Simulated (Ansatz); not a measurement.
`C[CH](C)[SnH3]` + H₂S → `[SH][SnH3]` + `CCC` at 700 K and 1 bar (ligand exchange at the Sn–C bond).

Isolated molecules relaxed with PBE0-D4/def2-TZVP in Ansatz; ΔE leaves out vibrations. CCSD(T)/CBS is the MP2 limit (def2-TZVPP, def2-QZVPP) plus CCSD(T) − MP2 in def2-TZVPP, frozen cores. This one scheme is used for every species. def2 core potentials past Kr. For Sn outer-core shells are correlated without core-valence functions, which leaves a few kJ/mol of doubt a bond.

| species | CCSD(T)/CBS energy (Eh) | H − E (kJ/mol) | S (J/(mol·K)) |
| --- | --- | --- | --- |
| `C[CH](C)[SnH3]` | -334.18096 | 385.8 | 492.2 |
| H₂S | -398.97279 | 64.8 | 236.9 |
| `[SH][SnH3]` | -614.20548 | 127.7 | 376.2 |
| `CCC` | -118.98051 | 329.4 | 356.3 |

H − E and S are ideal-gas, rigid-rotor, harmonic terms from PBE0-D4/def2-TZVP. 1 Eh = 2625.50 kJ/mol, R = 8.31446 J/(mol·K).

**Question.** By hand: ΔE, ΔH, ΔS and ΔG.

**Answer.** ΔE = (-614.20548) + (-118.98051) − (-334.18096) − (-398.97279) = -0.03224 Eh = -84.6 kJ/mol. Δ(H − E) = 127.7 + 329.4 − 385.8 − 64.8 = 6.5, so ΔH = -78.1 kJ/mol. ΔS = 376.2 + 356.3 − 492.2 − 236.9 = 3.4 J/(mol·K). ΔG = -78.1 − 700 × (3.4)/1000 = -80.5 kJ/mol.

**Question.** By hand: the equilibrium constant, and the temperature at which ΔG would vanish if ΔH and ΔS stayed fixed.

**Answer.** log₁₀ K = −ΔG/(RT ln 10) = 6.0. ΔH and −TΔS have one sign here, so there is no such temperature. One of them is within its doubt of zero, so this could turn.

The number of gas molecules stays the same, so ΔS is small and ΔH decides. A doubt of 5 kJ/mol in ΔE shifts log₁₀ K by 0.4 here. These are equilibria of isolated gas molecules and say nothing of rates. Largest T1 diagnostic: 0.012 (customary marks: 0.02 for closed shells, 0.045 for open ones).
